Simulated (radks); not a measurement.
Q: Species: V III. Configuration: [Ar] 3d1 4s1 4p1 (not the ground configuration). Method: Dirac Kohn-Sham, PBE, spin-unpolarised, spherical densities, finite nucleus; open shells fill j = l - 1/2 first; Fermi nuclear charge, rms radius 3.6002 fm; computed with a radial shooting solver on a logarithmic mesh with Libxc functionals. Some entries of the table are withheld. Estimate them.

| orbital | occ. | eigenvalue (eV) | <r> (bohr) |
|---|---|---|---|
| 1s1/2 | 2 | -5396.285 | 0.06644 |
| 2s1/2 | 2 | -636.9343 | 0.3081 |
| 2p1/2 | 2 | -542.0362 | 0.2722 |
| 2p3/2 | 4 | -534.9471 | 0.2750 |
| 3s1/2 | 2 | -101.4661 | 0.9263 |
| 3p1/2 | 2 | (1) | 0.9718 |
| 3p3/2 | 4 | (2) | 0.9790 |
| 3d3/2 | 1 | -33.9408 | (3) |
| 3d5/2 | 0 | -33.8476 | (4) |
| 4s1/2 | 1 | (5) | (6) |
| 4p1/2 | 1 | (7) | 2.913 |
| 4p3/2 | 0 | (8) | 2.928 |

A: 
(1) 3p1/2 eigenvalue (eV): -75.3063
(2) 3p3/2 eigenvalue (eV): -74.4066
(3) 3d3/2 <r> (bohr): 1.123
(4) 3d5/2 <r> (bohr): 1.126
(5) 4s1/2 eigenvalue (eV): -22.5942
(6) 4s1/2 <r> (bohr): 2.549
(7) 4p1/2 eigenvalue (eV): -16.9573
(8) 4p3/2 eigenvalue (eV): -16.8490
